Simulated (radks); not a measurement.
Values are calculated unless marked as measured or tabulated.
Coulomb parameter of the 5d shell of the iridium ion Ir+ in the model configuration [Xe] 4f14 5d5.5 6s1 6p1.5, as a second difference U = [E(n + 0.5) + E(n - 0.5) - 2 E(n)] / (0.5)^2 with all orbitals relaxed. "Bare": the charge of the atom changes with n. "Screened": the 6p shell takes up the change at fixed total charge, which measures U(5d,5d) + U(6p,6p) - 2 U(5d,6p). Level of theory: scalar-relativistic Kohn-Sham, LDA (Slater exchange, Perdew-Wang correlation), spin-unpolarised, spherical densities, point nucleus (a radial shooting solver on a logarithmic mesh with Libxc functionals).

| case | configuration | E - E(n) (eV) |
|---|---|---|
| start | [Xe] 4f14 5d5.5 6s1 6p1.5 | 0.000 |
| bare +0.5 | [Xe] 4f14 5d6 6s1 6p1.5 | -9.173 |
| bare -0.5 | [Xe] 4f14 5d5 6s1 6p1.5 | 11.960 |
| screened +0.5 | [Xe] 4f14 5d6 6s1 6p1 | -5.477 |
| screened -0.5 | [Xe] 4f14 5d5 6s1 6p2 | 6.077 |

U(bare) = 11.150 eV, U(screened by 6p) = 2.400 eV, against the Slater integral F0(5d,5d) = 15.628 eV with frozen orbitals.
